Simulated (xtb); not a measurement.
Computed with xtb with GFN2-xTB.

```
xtb start.xyz --ohess tight --gfn 2 --chrg 0 --uhf 0 --iterations 400

# start.xyz
7

N     -1.215494     0.115838    -0.265921
C      0.086606     0.074361    -0.088857
C      1.311580    -0.301796     0.007933
O      1.027574     0.993712     0.278525
H     -1.674431    -0.785598    -0.186225
H     -1.670294     0.849471     0.269107
H      2.134458    -0.945989    -0.014562
```

Output:

```
[...]

         #    Occupation            Energy/Eh            Energy/eV
      -------------------------------------------------------------
         1        2.0000           -0.7110860             -19.3496
       ...           ...                  ...                  ...
         5        2.0000           -0.5779950             -15.7280
         6        2.0000           -0.5505465             -14.9811
         7        2.0000           -0.5242741             -14.2662
         8        2.0000           -0.4806551             -13.0793
         9        2.0000           -0.4564804             -12.4215
        10        2.0000           -0.4502983             -12.2532
        11        2.0000           -0.3477032              -9.4615 (HOMO)
        12                         -0.2165980              -5.8939 (LUMO)
        13                         -0.1504097              -4.0929
        14                         -0.0148263              -0.4034
        15                          0.0950524               2.5865
        16                          0.1816684               4.9435
       ...                                ...                  ...
        19                          0.7866389              21.4055
      -------------------------------------------------------------
                  HL-Gap            0.1311052 Eh            3.5676 eV
             Fermi-level           -0.2821506 Eh           -7.6777 eV


         :::::::::::::::::::::::::::::::::::::::::::::::::::::
         ::                     SUMMARY                     ::
         :::::::::::::::::::::::::::::::::::::::::::::::::::::
         :: total energy             -12.670348676169 Eh    ::
         :: gradient norm              0.000520926577 Eh/a0 ::
         :: HOMO-LUMO gap              3.567554876161 eV    ::
         ::.................................................::
         :: SCC energy               -12.823987949497 Eh    ::
         :: -> isotropic ES            0.036473093348 Eh    ::
         :: -> anisotropic ES         -0.002904619992 Eh    ::
         :: -> anisotropic XC          0.003385041911 Eh    ::
         :: -> dispersion             -0.002582649658 Eh    ::
         :: repulsion energy           0.153639273328 Eh    ::
         :: add. restraining           0.000000000000 Eh    ::
         :: total charge               0.000000000000 e     ::
         :::::::::::::::::::::::::::::::::::::::::::::::::::::

           -------------------------------------------------
          |                Numerical Hessian                |
           -------------------------------------------------
step length          :   0.00500
SCC accuracy         :   0.30000
Hessian scale factor :   1.00000
frozen atoms in %    :   0.00000    0
RMS gradient         :   0.00052
estimated CPU  time      0.00 min
estimated wall time      0.00 min

writing file <hessian>.

 projected vibrational frequencies (cm⁻¹)
eigval :       -0.00    -0.00    -0.00     0.00     0.00     0.00
eigval :      288.38   385.93   416.30   494.77   524.76   670.97
eigval :      913.24  1005.00  1091.36  1283.89  1429.24  1855.86
eigval :     3145.40  3465.15  3539.81
           -------------------------------------------------
          |                Property Printout                |
           -------------------------------------------------

    * Orbital Energies and Occupations

         #    Occupation            Energy/Eh            Energy/eV
      -------------------------------------------------------------
         1        2.0000           -0.7110861             -19.3496
         2        2.0000           -0.6777543             -18.4426
         3        2.0000           -0.6252211             -17.0131
         4        2.0000           -0.6044052             -16.4467
         5        2.0000           -0.5779951             -15.7280
         6        2.0000           -0.5505466             -14.9811
         7        2.0000           -0.5242741             -14.2662
         8        2.0000           -0.4806551             -13.0793
         9        2.0000           -0.4564804             -12.4215
        10        2.0000           -0.4502983             -12.2532
        11        2.0000           -0.3477031              -9.4615 (HOMO)
        12                         -0.2165981              -5.8939 (LUMO)
        13                         -0.1504096              -4.0929
        14                         -0.0148263              -0.4034
        15                          0.0950523               2.5865
        16                          0.1816684               4.9434
        17                          0.2979042               8.1064
        18                          0.3297269               8.9723
        19                          0.7866388              21.4055
      -------------------------------------------------------------
                  HL-Gap            0.1311051 Eh            3.5676 eV
             Fermi-level           -0.2821506 Eh           -7.6777 eV

     #   Z          covCN         q      C6AA      α(0)
     1   7 N        2.632    -0.236    26.169     7.598
     2   6 C        2.745     0.257    22.675     7.797
     3   6 C        2.678    -0.108    30.709     9.068
     4   8 O        1.625    -0.374    20.369     6.092
     5   1 H        0.860     0.193     1.143     1.674
     6   1 H        0.860     0.204     1.086     1.632
     7   1 H        0.927     0.064     2.153     2.294

 Mol. C6AA /au·bohr⁶  :        549.881335
 Mol. C8AA /au·bohr⁸  :      12516.757345
 Mol. α(0) /au        :         36.155736

Wiberg/Mayer (AO) data.
largest (>0.10) Wiberg bond orders for each atom

 ---------------------------------------------------------------------------
     #   Z sym  total        # sym  WBO       # sym  WBO       # sym  WBO
 ---------------------------------------------------------------------------
     1   7 N    3.385 --     2 C    1.295     5 H    0.944     6 H    0.934
                             3 C    0.133
     2   6 C    3.910 --     3 C    1.482     1 N    1.295     4 O    1.116
     3   6 C    3.407 --     2 C    1.482     7 H    0.947     4 O    0.824
                             1 N    0.133
     4   8 O    2.042 --     2 C    1.116     3 C    0.824
     5   1 H    0.963 --     1 N    0.944
     6   1 H    0.958 --     1 N    0.934
     7   1 H    0.996 --     3 C    0.947
 ---------------------------------------------------------------------------

Topologies differ in total number of bonds
Writing topology from bond orders to xtbtopo.mol

molecular dipole:
                 x           y           z       tot (Debye)
 q only:       -1.372      -0.676      -0.299
   full:       -1.612      -0.509      -0.580       4.542
molecular quadrupole (traceless):
                xx          xy          yy          xz          yz          zz
 q only:        2.139      -2.505      -1.300      -0.892      -0.183      -0.839
  q+dip:        3.705      -3.023      -2.349      -2.638       0.479      -1.356
   full:        3.002      -2.510      -1.606      -2.623       0.580      -1.395

           -------------------------------------------------
          |                Geometry Summary                 |
           -------------------------------------------------

      molecular mass/u    :       57.0514022
   center of mass at/Å    :        0.2710868       0.2114060       0.1102696
  moments of inertia/u·Å² :        0.2174822E+02   0.6287405E+02   0.8333977E+02
rotational constants/cm⁻¹ :        0.7751272E+00   0.2681175E+00   0.2022760E+00

 * 6 selected distances

     #   Z          #   Z                                           value/Å
     1   7 N        2   6 C                                       1.3185722
     2   6 C        3   6 C                                       1.3325405 (max)
     2   6 C        4   8 O                                       1.3187624
     1   7 N        5   1 H                                       1.0041181 (min)
     1   7 N        6   1 H                                       1.0065910
     3   6 C        7   1 H                                       1.0695386

 * 5 distinct bonds (by element types)

   Z      Z             #   av. dist./Å        max./Å        min./Å
   1 H    6 C           1     1.0695386     1.0695386     1.0695386
   6 C    6 C           1     1.3325405     1.3325405     1.3325405
   1 H    7 N           2     1.0053545     1.0065910     1.0041181
   6 C    7 N           1     1.3185722     1.3185722     1.3185722
Molecule has no symmetry elements
It seems to be the C1 point group
   6 C    8 O           1     1.3187624     1.3187624     1.3187624

           -------------------------------------------------
          |               Frequency Printout                |
           -------------------------------------------------
 projected vibrational frequencies (cm⁻¹)
eigval :       -0.00    -0.00    -0.00     0.00     0.00     0.00
eigval :      288.38   385.93   416.30   494.77   524.76   670.97
eigval :      913.24  1005.00  1091.36  1283.89  1429.24  1855.86
eigval :     3145.40  3465.15  3539.81
 reduced masses (amu)
   1: 15.00   2: 12.88   3: 11.79   4: 12.03   5: 12.94   6: 10.29   7:  3.71   8:  9.79
   9:  7.66  10:  5.30  11: 11.23  12:  6.35  13:  3.16  14:  5.47  15: 11.28  16: 11.70
  17:  2.95  18: 12.04  19:  1.97  20:  1.48  21:  2.14
 IR intensities (km·mol⁻¹)
   1:  4.67   2:  1.57   3:  6.57   4:  5.45   5:  5.19   6:  3.51   7:330.63   8:  6.95
   9: 54.40  10: 26.44  11:  3.74  12:223.93  13: 10.41  14: 16.22  15: 20.24  16:202.91
  17: 42.85  18:479.81  19: 21.27  20: 35.77  21: 22.34
 Raman intensities (Ä⁴*amu⁻¹)
   1:  0.00   2:  0.00   3:  0.00   4:  0.00   5:  0.00   6:  0.00   7:  0.00   8:  0.00
   9:  0.00  10:  0.00  11:  0.00  12:  0.00  13:  0.00  14:  0.00  15:  0.00  16:  0.00
  17:  0.00  18:  0.00  19:  0.00  20:  0.00  21:  0.00
 output can be read by thermo (or use thermo option).
 writing <g98.out> molden fake output.
 recommended (thermochemical) frequency scaling factor: 1.0
           -------------------------------------------------
          |             Thermodynamic Functions             |
           -------------------------------------------------

c1  symmetry found (for desy threshold:  0.10E+00) used in thermo

          ...................................................
          :                      SETUP                      :
          :.................................................:
          :  # frequencies                          15      :
          :  # imaginary freq.                       0      :
          :  linear?                             false      :
          :  only rotor calc.                    false      :
          :  symmetry                               c1      :
          :  rotational number                       1      :
          :  scaling factor                  1.0000000      :
          :  rotor cutoff                   50.0000000 cm⁻¹ :
          :  imag. cutoff                  -20.0000000 cm⁻¹ :
          :.................................................:

    mode    ω/cm⁻¹     T·S(HO)/kcal·mol⁻¹    T·S(FR)/kcal·mol⁻¹   T·S(vib)
   ------------------------------------------------------------------------
       1    288.38    -0.44229 ( 99.91%)    -0.53715 (  0.09%)    -0.44238
   ------------------------------------------------------------------------

   temp. (K)  partition function   enthalpy   heat capacity  entropy
                                   cal/mol     cal/K/mol   cal/K/mol   J/K/mol
 298.15  VIB   2.33                 1094.564      9.386      5.354
         ROT  0.258E+05              888.752      2.981     23.167
         INT  0.601E+05             1983.317     12.367     28.521
         TR   0.417E+27             1481.254      4.968     38.028
         TOT                        3464.5706    17.3354    66.5485   278.4390

       T/K    H(0)-H(T)+PV         H(T)/Eh          T*S/Eh         G(T)/Eh
   ------------------------------------------------------------------------
    298.15    0.552114E-02    0.522465E-01    0.316194E-01    0.206272E-01
   ------------------------------------------------------------------------

         :::::::::::::::::::::::::::::::::::::::::::::::::::::
         ::                  THERMODYNAMIC                  ::
         :::::::::::::::::::::::::::::::::::::::::::::::::::::
         :: total free energy         -12.649721495195 Eh   ::
         ::.................................................::
         :: total energy              -12.670348676168 Eh   ::
         :: zero point energy           0.046725387251 Eh   ::
         :: G(RRHO) w/o ZPVE           -0.026098206278 Eh   ::
         :: G(RRHO) contrib.            0.020627180973 Eh   ::
         :::::::::::::::::::::::::::::::::::::::::::::::::::::

optimized geometry written to: xtbopt.xyz

           -------------------------------------------------
          | TOTAL ENERGY              -12.670348676168 Eh   |
          | TOTAL ENTHALPY            -12.618102144158 Eh   |
          | TOTAL FREE ENERGY         -12.649721495195 Eh   |
          | GRADIENT NORM               0.000520831562 Eh/α |
          | HOMO-LUMO GAP               3.567550084010 eV   |
           -------------------------------------------------

------------------------------------------------------------------------
```

Cost: about 0.22 core-seconds (a rough figure).
